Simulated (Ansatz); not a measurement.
`O=C[Si](F)(F)[SiH3]` + `NC1CO1` → `N[Si](F)(F)[SiH3]` + `O=CC1CO1`  (formal exchange of groups at the Si–C bond)

Gas-phase electronic energies from Ansatz, PBE0-D4/def2-TZVP geometries. CCSD(T)/CBS is the MP2 limit (def2-TZVPP, def2-QZVPP) plus CCSD(T) − MP2 in def2-TZVPP, frozen cores. One conformer a species, not always the lowest.

| species | CCSD(T)/CBS(def2) energy (Eh) |
| --- | --- |
| `O=C[Si](F)(F)[SiH3]` | -893.47438 |
| `NC1CO1` | -208.93796 |
| `N[Si](F)(F)[SiH3]` | -835.62453 |
| `O=CC1CO1` | -266.83933 |

**Question.** Work out ΔE.

**Answer.** ΔE = (-835.62453) + (-266.83933) − (-893.47438) − (-208.93796) = -0.05152 Eh = -135.3 kJ/mol.

Largest T1 diagnostic among the species: 0.014.

From PBE to PBE0 (25 % exact exchange), in def2-TZVPP and without D4, ΔE moves by −7.2 kJ/mol.
